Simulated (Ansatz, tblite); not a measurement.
Removing an electron: (HCd-mu-Br)2 (Cd2H2Br2). Total charge 0; singlet. Geometry: r2SCAN-D4/def2-SVP. Ansatz, gas phase; energy differences of separate SCF runs; the oxidised species was run as a doublet alone.

```xyz
6

Cd   -1.723    0.697   -0.351
H    -3.249    1.294   -0.669
Br    0.626    0.738   -1.610
Cd    1.722   -0.698    0.350
H     3.238   -1.331    0.649
Br   -0.615   -0.699    1.631
```

In the def2 sets Cd takes a core potential; there is no spin–orbit coupling. The xTB rows come from tblite. HOMO above LUMO, or a gap near zero within one spin, warns that the state may not be the lowest or that an electron is smeared out.

```csv
level,−HOMO (eV),vertical IE (eV),−LUMO (eV),HOMO–LUMO gap (eV),remarks
GFN1-xTB,10.60,13.34,5.25,5.35,–
GFN2-xTB,11.52,14.12,5.40,6.12,–
PBE-D4/def2-TZVP,7.01,9.41,2.02,4.99,gap within one spin near zero (+1 doublet)
```

Problem. Estimate the rows for r2SCAN-D4/def2-TZVP, PBE0-D4/def2-TZVP.

Solution. 
```csv
level,−HOMO (eV),vertical IE (eV),−LUMO (eV),HOMO–LUMO gap (eV)
r2SCAN-D4/def2-TZVP,7.31,9.61,1.72,5.59
PBE0-D4/def2-TZVP,8.13,9.82,1.19,6.94
```

  Raw xTB energy differences between charge states are shifted by several eV; the methods need an empirical correction for them.
